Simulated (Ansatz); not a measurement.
Si7, relaxed as a singlet with RKS r2SCAN-D4/def2-SVP in Ansatz, starting from the GFN1-xTB geometry. Force threshold 0.02 eV/Å.

The restricted singlet is unstable towards broken spin symmetry in Hartree–Fock (as tested in another run); at r2SCAN-D4/def2-SVP this wasn't settled. Another isomer (singlet) lies 2.49 eV lower at PBE0-D4/def2-TZVP; other spin states weren't run for this one.

Start:

```xyz
7

Si   -0.947    0.933    1.465
Si   -1.871   -0.631    0.107
Si   -1.812   -2.138   -1.585
Si    2.410   -0.255   -1.347
Si    0.220   -0.950   -1.160
Si    1.243    0.795    0.341
Si    0.757    2.246    2.179
```

| step | energy (eV) | largest force component (eV/Å) | SCF passes |
| --- | --- | --- | --- |
| 1 | -55118.0171 | 0.805 | 20 |
| 2 | -55118.1591 | 0.209 | 23 |
| 3 | -55118.1666 | 0.025 | 23 |
| 4 | -55118.1668 | 0.006 | 15 |
| 5 | -55118.1675 | 0.021 | 21 |
| 6 | -55118.1698 | 0.035 | 21 |
| 7 | -55118.1851 | 0.087 | 22 |
| 8 | -55118.2359 | 0.138 | 23 |
| 9 | -55118.2490 | 0.117 | 23 |
| 10 | -55118.2641 | 0.177 | 23 |
| 11 | -55118.2713 | 0.063 | 24 |
| 12 | -55118.2717 | 0.021 | 26 |
| 13 | -55118.2717 | 0.002 | 16 |

Force components are those of the run's own axes.

End:

```csv
atom,x (Å),y (Å),z (Å)
Si1,-1.0900,1.0347,1.6375
Si2,-1.5361,-0.5172,0.0984
Si3,-1.7963,-2.0384,-1.4873
Si4,2.3847,-0.1446,-1.2133
Si5,0.3369,-1.0719,-1.3462
Si6,0.8486,0.6008,0.2976
Si7,0.8521,2.1367,2.0132
```

Bonds formed: Si2–Si6 (atoms count from 1).

The force fell under the threshold at step 4, but the optimiser went on and released 0.105 eV more. No frequencies were taken in this run, so the end may be a saddle point.

Run time 15 s (4 threads of Intel Xeon 6975P-C on a shared host).
